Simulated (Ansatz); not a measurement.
Basis sets compared for Sr₂O₂⁺. The state is a doublet with charge 1. Geometry r2SCAN-D4/def2-TZVP. Ansatz on 4 threads of Arm Neoverse V2 on a shared host; times are rough, and most runs start from earlier orbitals.

Cartesian coordinates in Å:
```
Sr 0.527 1.540 -0.841
Sr -0.527 -1.540 0.841
O 0.028 -0.589 -1.062
O -0.028 0.589 1.062
```

In the def2 sets Sr takes a core potential; there is no spin–orbit coupling. The structure comes from a short search, and lower isomers may exist.

| level | functions | energy (Eh) | HOMO (eV) | LUMO (eV) | wall time |
| --- | --- | --- | --- | --- | --- |
| PBE-D4/def2-SVP | 74 | -211.4988 | -8.74 | -7.55 | 1.4 s |
| PBE0-D4/def2-SVP | 74 | -211.4640 | -9.95 | -6.05 | 3.8 s |

(1) Estimate the rows for PBE-D4/def2-TZVP, PBE0-D4/def2-TZVP (with forces).

Answers

(1) 
| level | functions | energy (Eh) | HOMO (eV) | LUMO (eV) | wall time |
| --- | --- | --- | --- | --- | --- |
| PBE-D4/def2-TZVP | 128 | -211.7011 | -8.78 | -7.55 | 1.9 s |
| PBE0-D4/def2-TZVP (with forces) | 128 | -211.6658 | -9.97 | -6.06 | 3.8 s |
